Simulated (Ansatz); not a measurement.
**BH3O3 (boric acid): the vertical electron affinity, rung by rung**

BH3O3: 7 atoms, total charge 0, spin state singlet. As SMILES, `OB(O)O`. The coordinates come from a PBE0-D4/def2-TZVP relaxation.

Quantity: the vertical electron affinity (to the doublet anion), in eV. The values are calculated.

The electron affinity is E(neutral) − E(anion): positive where the electron is bound.

```csv
level,kind,program,value (eV)
HF/STO-3G,Hartree–Fock,Ansatz,-10.01
HF/3-21G,Hartree–Fock,Ansatz,-6.61
HF/def2-SVPD,Hartree–Fock,Ansatz,-1.48
B3LYP/6-31G* (spherical functions),global hybrid,Ansatz,-3.89
B3LYP/6-31G* (Cartesian functions),global hybrid,Ansatz,-3.81
MP2/def2-SVPD,perturbation theory,Ansatz,-1.12
CCSD/def2-SVPD,coupled cluster or CI,Ansatz,-1.11
```

Where it was recorded, the anion's HOMO is positive in HF/STO-3G, HF/3-21G, HF/def2-SVPD, B3LYP/6-31G*, B3LYP/6-31G*: a fault of the level (basis or self-interaction), which says nothing on whether the real anion is bound. Sets without diffuse functions describe the anion poorly, and affinities from them come out too low, at high levels too. The values span -10.01 to -1.11 eV. Negative values mean that the anion is unbound at that level; they are set by how diffuse the basis is and aren't properties of the molecule, whose anion may well be bound.
